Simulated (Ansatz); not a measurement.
`S[Si](Cl)(Cl)Cl` + HBr → `Cl[Si](Cl)(Cl)Br` + H₂S at 600 K and 1 bar (ligand exchange at the Si–S bond).

Gas-phase electronic energies from Ansatz, PBE0-D4/def2-TZVP geometries. CCSD(T)/CBS adds triple-zeta CCSD(T) − MP2 to the extrapolated MP2 energy (def2 sets, frozen cores). This one scheme is used for every species. For Br outer-core shells are correlated without core-valence functions, which leaves a few kJ/mol of doubt a bond. Scalar relativity is left out up to krypton. Each species was taken in one conformer, which may not be the lowest.

| species | CCSD(T)/CBS energy (Eh) | H − E (kJ/mol) | S (J/(mol·K)) |
| --- | --- | --- | --- |
| `S[Si](Cl)(Cl)Cl` | -2066.97878 | 95.8 | 443.1 |
| HBr | -2573.91920 | 33.5 | 219.1 |
| `Cl[Si](Cl)(Cl)Br` | -4241.93609 | 68.0 | 424.1 |
| H₂S | -398.97279 | 60.8 | 230.9 |

H − E and S are ideal-gas, rigid-rotor, harmonic terms from PBE0-D4/def2-TZVP, for one conformer and one mirror image of each species. 1 Eh = 2625.50 kJ/mol, R = 8.31446 J/(mol·K).

Question: By hand: ΔE, ΔH, ΔS and ΔG.

Answer: ΔE = (-4241.93609) + (-398.97279) − (-2066.97878) − (-2573.91920) = -0.01090 Eh = -28.6 kJ/mol. Δ(H − E) = 68.0 + 60.8 − 95.8 − 33.5 = -0.5, so ΔH = -29.1 kJ/mol. ΔS = 424.1 + 230.9 − 443.1 − 219.1 = -7.2 J/(mol·K). ΔG = -29.1 − 600 × (-7.2)/1000 = -24.8 kJ/mol.

Question: By hand: the equilibrium constant, and the temperature at which ΔG would vanish if ΔH and ΔS stayed fixed.

Answer: log₁₀ K = −ΔG/(RT ln 10) = 2.2. ΔG = 0 at ΔH/ΔS = 4042 K, far beyond where these terms or the molecules hold.

The number of gas molecules stays the same, so ΔS is small and ΔH decides. A doubt of 5 kJ/mol in ΔE shifts log₁₀ K by 0.4 here. Other conformers and mirror images would add mixing entropy, several J/(mol·K) or more a flexible species. These are equilibria of isolated gas molecules and say nothing of rates. Largest T1 diagnostic: 0.010 (customary marks: 0.02 for closed shells, 0.045 for open ones).
